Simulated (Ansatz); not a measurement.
System: SbF2, net charge 1, singlet state. It need not be the lowest isomer of its formula. 
Coordinates optimised at B3LYP-D3(BJ)/def2-TZVP (Ansatz, a quantum-chemistry and plane-wave program):
```xyz
3

Sb     0.2838     0.1166     0.1006
F     -0.9193     0.7170    -1.1729
F     -0.6886    -1.3775     0.6028
```
Charge +1, spin multiplicity 1.

Basis-set convergence of Hartree-Fock and MP2 correlation energies (hartree) with Ansatz. Cores are frozen in the correlated levels unless marked. Spin-orbit coupling is left out. Frozen are the shells of the preceding noble gas and the d and f shells that filled before the atom's block. In def2 rows, elements after Kr have scalar-relativistic effective core potentials.

```csv
basis,functions,E(HF),"E(corr, MP2)"
def2-SVP,54,-437.68208,-0.45969
def2-TZVPP,112,-437.96889,-0.60456
def2-QZVPP,196,-437.98505,-0.66113
```

Extrapolating the two largest sets (X = 3 and 4) as X^-3: E(corr) = (64·(-0.66113) - 27·(-0.60456))/37 = -0.7024 Eh, an estimate of the basis-set limit. The largest set recovers 94.1 % of it, the smallest 65.4 %.
